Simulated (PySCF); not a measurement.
Compound: C4H2F2O3.
Numbering: `[O:1]=[C:2]1[O:3][C:4](=[O:5])[CH:6]1[CH:7]([F:8])[F:9]`

Geometry (GFN2-xTB, Å), atoms numbered from 1 in this order:
```
atom  x, y, z in Å
O1     0.5922   -0.2618    2.3871
C2     0.7806   -0.1490    1.2354
O3     1.8747    0.4034    0.5729
C4     1.3115    0.1835   -0.6681
O5     1.7149    0.4609   -1.7372
C6     0.0668   -0.4886   -0.0804
C7    -1.2713    0.1896   -0.3658
F8    -2.2728   -0.4486    0.2696
F9    -1.2666    1.4609    0.0856
H10   -0.0244   -1.5581   -0.2810
H11   -1.5002    0.2105   -1.4440
```

NICS is the negative of the GIAO shielding at a point without a nucleus: at the ring centre (0) and 1 Å above and below it (1); zz is the component along the ring normal. Level: GIAO PBE0/pcSseg-1 (PySCF, non-relativistic, gas phase) on the GFN2-xTB geometry, one conformer.

Ring bond lengths (Å), with Mayer bond orders in brackets: C2–O3 1.393 (0.95), O3–C4 1.380 (0.98), C4–C6 1.532 (0.88), C6–C2 1.535 (0.89).

Problem. Give the NICS values of each ring in ppm.

Solution. 
| ring | type | NICS(0) | NICS(1), two faces | NICS(1)zz, two faces | rms pucker (Å) | centre to ring atoms, mean (Å) |
| --- | --- | --- | --- | --- | --- | --- |
| C2–O3–C4–C6 | 4-membered ring with O; formal bonds all single | 0.9 | -2.6 / -2.0 | -0.3 / 0.4 | 0.01 | 1.03 |

Problem. What can be read from them?

Solution. 
- C2–O3–C4–C6: mean NICS(1)zz 0.0 ppm, near zero. C6 has four or more neighbours, and the NICS criterion for π rings isn't applied.

Problem. What field does 11.7 T along the ring normal induce along that normal at the second NICS(1) probe listed for ring C2–O3–C4–C6, 1 Å off the ring?

Solution. NICSzz × B0 = 0.4 ppm × 11.7 T = 5 μT, along the applied field.

Time: 32 s wall. Hardware: x86-64 server, one thread, shared host. This is the whole shielding run at PBE0/pcSseg-1, SCF included.
